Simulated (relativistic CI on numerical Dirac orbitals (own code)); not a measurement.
Sr8+: q coefficients and field-shift factors

Method of calculation: Dirac-Coulomb-Breit CI, separate exchange-only KLI orbitals for each configuration, derivatives by finite differences, unscaled Slater integrals, QED left out (own radial code, finite nucleus).

Configuration list (outside the closed core [Ar] 3d10): 4s2, 4s 4p, 4p2, 4s 4d, 4d2, 4s 4f, 4p 4d, 4p 5s. Levels of other configurations are missing.

With x = (α/α₀)² − 1 an excitation energy changes as ω = ω₀ + qx; K = 2q/ω₀ is the relative enhancement. Terms are leading LS components, so labels can repeat. The field-shift factor is F = δν/δ⟨r²⟩ for the transition from the lowest level.

Lowest level 4s2 1S_0.

| Level | ω₀ (cm⁻¹) | q (cm⁻¹) | K | F (GHz/fm²) |
| --- | --- | --- | --- | --- |
| 4s 4p 3P°_0 | 141526 | 4963 | 0.0701 | -15.1 |
| 4s 4p 3P°_1 | 145647 | 8704 | 0.12 | -15.1 |
| 4s 4p 3P°_2 | 155739 | 19850 | 0.255 | -15.3 |
| 4s 4p 1P°_1 | 214828 | 16990 | 0.158 | -15.5 |
| 4p2 3P_0 | 337276 | 16310 | 0.0967 | -31.2 |
| 4p2 1D_2 | 344391 | 25670 | 0.149 | -29.7 |
| 4p2 3P_1 | 344537 | 26010 | 0.151 | -31.3 |
| 4p2 3P_2 | 357815 | 39710 | 0.222 | -30.6 |
| 4p2 1S_0 | 402609 | 35730 | 0.177 | -30.7 |
| 4s 4d 3D_1 | 441005 | 21120 | 0.0958 | -14.7 |
| 4s 4d 3D_2 | 441785 | 21890 | 0.0991 | -14.7 |
| 4s 4d 3D_3 | 443001 | 23120 | 0.104 | -14.7 |
| 4s 4d 1D_2 | 487939 | 23380 | 0.0959 | -16.8 |
| 4p 4d 3F°_2 | 590604 | 27930 | 0.0946 | -30.4 |
| 4p 4d 3F°_3 | 596744 | 34220 | 0.115 | -30.3 |
| 4p 4d 3F°_4 | 604632 | 43120 | 0.143 | -30.3 |
| 4p 4d 1D°_2 | 608095 | 37020 | 0.122 | -30.9 |
| 4p 4d 3D°_1 | 627286 | 31050 | 0.099 | -30.9 |
| 4p 4d 3P°_2 | 627391 | 35050 | 0.112 | -30.9 |
| 4p 4d 3P°_0 | 634512 | 41980 | 0.132 | -31 |
| 4p 4d 3P°_1 | 635903 | 41810 | 0.132 | -31 |
| 4p 4d 3D°_3 | 635923 | 37490 | 0.118 | -29.8 |
| 4p 4d 3D°_2 | 637220 | 42190 | 0.132 | -31 |

At this charge configurations can still be misplaced by up to about 7 % of their energy.
